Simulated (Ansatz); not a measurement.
Two members of one family (Series [WO3X]-), computed with Ansatz in the gas phase; def2 core potentials for W, no spin–orbit coupling. Names give formal oxidation states. A dash marks a value that wasn't run or was left out as unsound. The structures are stationary points that may keep the symmetry of their start.

First: [WO3Cl]- (singlet, charge -1, r2SCAN-D4/def2-SVPD geometry).

```xyz
5

W    -0.002    0.044    0.103
O     0.313   -1.201    1.297
O     1.222    1.290    0.249
O    -1.571    0.754    0.428
Cl    0.037   -0.886   -2.077
```

```json
{"level": "PBE-D4/def2-SVPD", "HOMO (eV)": "-2.15", "vertical IE (eV)": "–"}
{"level": "r2SCAN-D4/def2-TZVPD", "HOMO (eV)": "-2.35", "vertical IE (eV)": "5.31"}
{"level": "PBE0-D4/def2-SVPD", "HOMO (eV)": "-3.72", "vertical IE (eV)": "–"}
{"level": "PBE0-D4/def2-TZVPD", "HOMO (eV)": "-3.58", "vertical IE (eV)": "5.53"}
{"level": "HSE06-D4/def2-TZVPD", "HOMO (eV)": "-3.17", "vertical IE (eV)": "–"}
```

Metal–donor distances: 3 × O 1.75 Å, 1 × Cl 2.37 Å.

Second: [WO3(OH)]- (singlet, charge -1, r2SCAN-D4/def2-SVPD geometry).

```csv
atom,x (Å),y (Å),z (Å)
W1,-0.0526,0.0971,0.4454
O2,-1.3958,0.9725,1.1725
O3,0.0702,-1.5172,1.1389
O4,1.4608,0.9522,0.7331
O5,-0.3809,-0.0329,-1.4826
H6,0.2982,-0.4716,-2.0073
```

Question: Estimate how these quantities change from the first to the second (second minus first).

Answer: 
```json
{"level": "PBE-D4/def2-SVPD", "Δ HOMO (eV)": "0.50", "Δ vertical IE (eV)": "–"}
{"level": "r2SCAN-D4/def2-TZVPD", "Δ HOMO (eV)": "0.49", "Δ vertical IE (eV)": "-0.45"}
{"level": "PBE0-D4/def2-SVPD", "Δ HOMO (eV)": "0.51", "Δ vertical IE (eV)": "–"}
{"level": "PBE0-D4/def2-TZVPD", "Δ HOMO (eV)": "0.49", "Δ vertical IE (eV)": "-0.44"}
{"level": "HSE06-D4/def2-TZVPD", "Δ HOMO (eV)": "0.49", "Δ vertical IE (eV)": "–"}
```

Metal–donor distances: 4 × O 1.76 to 1.96 Å.
